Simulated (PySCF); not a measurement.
SMILES CC(C)[SiH2]C(C)C, GFN2-xTB optimised geometry.

```
23

C      2.72     0.86     1.47
C      1.20     0.84     1.52
C      0.72     0.22     2.83
Si     0.50    -0.08     0.00
C     -1.41    -0.08     0.00
C     -1.99     1.33     0.00
C     -1.95    -0.86    -1.20
H      3.12    -0.16     1.50
H      3.13     1.41     2.32
H      3.08     1.33     0.56
H      0.86     1.88     1.50
H      1.14     0.76     3.68
H     -0.36     0.25     2.91
H      1.05    -0.82     2.90
H      0.97    -1.48     0.02
H      0.98     0.57    -1.22
H     -1.77    -0.59     0.90
H     -1.66     1.88     0.88
H     -1.66     1.87    -0.88
H     -3.08     1.31     0.00
H     -3.04    -0.89    -1.19
H     -1.58    -1.88    -1.19
H     -1.63    -0.39    -2.13
```

Density from PBE/def2-SVP run with PySCF at that geometry.

Minimum of the electron density along straight lines between bonded atoms, close to the bond critical point (lines longer than 1.1 times the sum of covalent radii, or with two minima, are not listed):

```json
[
 {"bond": "C1–C2", "length / Å": "1.525", "ρ at the minimum / e bohr⁻³": "0.238", "∇²ρ there / e bohr⁻⁵": "-0.51", "position (fraction from the first atom)": "0.50"},
 {"bond": "C2–C3", "length / Å": "1.527", "ρ at the minimum / e bohr⁻³": "0.238", "∇²ρ there / e bohr⁻⁵": "-0.50", "position (fraction from the first atom)": "0.50"},
 {"bond": "C2–Si4", "length / Å": "1.910", "ρ at the minimum / e bohr⁻³": "0.111", "∇²ρ there / e bohr⁻⁵": "0.29", "position (fraction from the first atom)": "0.62"},
 {"bond": "Si4–C5", "length / Å": "1.910", "ρ at the minimum / e bohr⁻³": "0.111", "∇²ρ there / e bohr⁻⁵": "0.29", "position (fraction from the first atom)": "0.38"},
 {"bond": "C5–C6", "length / Å": "1.527", "ρ at the minimum / e bohr⁻³": "0.238", "∇²ρ there / e bohr⁻⁵": "-0.50", "position (fraction from the first atom)": "0.50"},
 {"bond": "C5–C7", "length / Å": "1.525", "ρ at the minimum / e bohr⁻³": "0.238", "∇²ρ there / e bohr⁻⁵": "-0.51", "position (fraction from the first atom)": "0.50"},
 {"bond": "C1–H8", "length / Å": "1.088", "ρ at the minimum / e bohr⁻³": "0.274", "∇²ρ there / e bohr⁻⁵": "-0.99", "position (fraction from the first atom)": "0.63"},
 {"bond": "C1–H9", "length / Å": "1.090", "ρ at the minimum / e bohr⁻³": "0.273", "∇²ρ there / e bohr⁻⁵": "-0.97", "position (fraction from the first atom)": "0.63"},
 {"bond": "C1–H10", "length / Å": "1.087", "ρ at the minimum / e bohr⁻³": "0.275", "∇²ρ there / e bohr⁻⁵": "-0.99", "position (fraction from the first atom)": "0.63"},
 {"bond": "C2–H11", "length / Å": "1.095", "ρ at the minimum / e bohr⁻³": "0.269", "∇²ρ there / e bohr⁻⁵": "-0.92", "position (fraction from the first atom)": "0.62"},
 {"bond": "C3–H12", "length / Å": "1.090", "ρ at the minimum / e bohr⁻³": "0.273", "∇²ρ there / e bohr⁻⁵": "-0.97", "position (fraction from the first atom)": "0.63"},
 {"bond": "C3–H13", "length / Å": "1.088", "ρ at the minimum / e bohr⁻³": "0.274", "∇²ρ there / e bohr⁻⁵": "-0.98", "position (fraction from the first atom)": "0.63"},
 {"bond": "C3–H14", "length / Å": "1.088", "ρ at the minimum / e bohr⁻³": "0.274", "∇²ρ there / e bohr⁻⁵": "-0.99", "position (fraction from the first atom)": "0.63"},
 {"bond": "Si4–H15", "length / Å": "1.471", "ρ at the minimum / e bohr⁻³": "0.114", "∇²ρ there / e bohr⁻⁵": "0.31", "position (fraction from the first atom)": "0.49"},
 {"bond": "Si4–H16", "length / Å": "1.471", "ρ at the minimum / e bohr⁻³": "0.114", "∇²ρ there / e bohr⁻⁵": "0.31", "position (fraction from the first atom)": "0.49"},
 {"bond": "C5–H17", "length / Å": "1.095", "ρ at the minimum / e bohr⁻³": "0.269", "∇²ρ there / e bohr⁻⁵": "-0.92", "position (fraction from the first atom)": "0.62"},
 {"bond": "C6–H18", "length / Å": "1.088", "ρ at the minimum / e bohr⁻³": "0.274", "∇²ρ there / e bohr⁻⁵": "-0.98", "position (fraction from the first atom)": "0.63"},
 {"bond": "C6–H19", "length / Å": "1.088", "ρ at the minimum / e bohr⁻³": "0.274", "∇²ρ there / e bohr⁻⁵": "-0.99", "position (fraction from the first atom)": "0.63"},
 {"bond": "C6–H20", "length / Å": "1.090", "ρ at the minimum / e bohr⁻³": "0.273", "∇²ρ there / e bohr⁻⁵": "-0.97", "position (fraction from the first atom)": "0.63"},
 {"bond": "C7–H21", "length / Å": "1.090", "ρ at the minimum / e bohr⁻³": "0.273", "∇²ρ there / e bohr⁻⁵": "-0.97", "position (fraction from the first atom)": "0.63"},
 {"bond": "C7–H22", "length / Å": "1.087", "ρ at the minimum / e bohr⁻³": "0.275", "∇²ρ there / e bohr⁻⁵": "-0.99", "position (fraction from the first atom)": "0.63"},
 {"bond": "C7–H23", "length / Å": "1.088", "ρ at the minimum / e bohr⁻³": "0.274", "∇²ρ there / e bohr⁻⁵": "-0.99", "position (fraction from the first atom)": "0.63"}
]
```
